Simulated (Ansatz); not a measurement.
Gas-phase electronic energies from Ansatz, PBE0-D4/def2-TZVP geometries. CCSD(T)/CBS adds triple-zeta CCSD(T) − MP2 to the extrapolated MP2 energy (def2 sets, frozen cores). Functionals use def2-TZVPP. HSE06 is defined as in plane-wave codes. def2 core potentials past Kr. For In, Sb outer-core shells are correlated without core-valence functions, which leaves a few kJ/mol of doubt a bond.

`[F][Sb]([Cl])[Cl]` + `[F][In]([F])[SiH3]` → `[F][Sb]([SiH3])[Cl]` + `[F][In]([F])[Cl]`  (redistribution)

`[F][Sb]([Cl])[Cl]`:

```xyz
4

F     1.169    1.215    0.314
Sb   -0.201    0.391   -0.710
Cl    0.725   -1.744   -0.661
Cl   -1.693    0.138    1.058
```

`[F][In]([F])[SiH3]`:

Z-matrix (Å, degrees):
```
Si
In 1 2.541
H 1 1.482 2 108.7
H 1 1.483 2 107.5 3 -119.7
H 1 1.482 2 108.5 3 120.7
F 2 1.944 1 127.2 3 25.4
F 2 1.944 1 126.9 3 -155.2
```

`[F][Sb]([SiH3])[Cl]`:

```xyz
7

F    -0.358    2.012   -1.360
Sb    1.020    0.686   -1.203
Si   -0.482   -0.855    0.264
Cl    2.066    1.577    0.702
H    -1.122   -0.013    1.303
H     0.385   -1.892    0.882
H    -1.508   -1.514   -0.588
```

`[F][In]([F])[Cl]`:

```xyz
4

F     1.014    0.983    1.345
In   -0.015    0.006    0.049
F    -1.665   -0.725    0.713
Cl    0.666   -0.265   -2.107
```

```csv
level,ΔE (kcal/mol),difference from CCSD(T)/CBS
HSE06-D4,8.1,0.5
ωB97X-V,7.3,-0.3
PBE,10.5,2.9
BLYP,11.4,3.8
r2SCAN,9.3,1.7
CAM-B3LYP,9.0,1.4
LC-ωPBE,6.7,-0.9
MP2/def2-TZVPP,7.7,0.1
SCS-MP2/def2-TZVPP,7.1,-0.5
CCSD(T)/def2-TZVPP,6.3,-1.3
CCSD(T)/CBS,7.6,0
```

Largest T1 diagnostic among the species: 0.016.

From PBE to PBE0 (25 % exact exchange), in def2-TZVPP and without D4, ΔE moves by −2.0 kcal/mol. Leaving LDA and LC-ωPBE aside and taking each functional with its dispersion term where it has one, the values, not all of them listed here, spread over 4.0 kcal/mol, from PBE-QIDH to BLYP-D4. LDA lies +1.2 kcal/mol from PBE without D4. At CCSD(T), def2-SVP lies −4.9 kcal/mol from the extrapolated value and def2-TZVPP −1.3 kcal/mol.
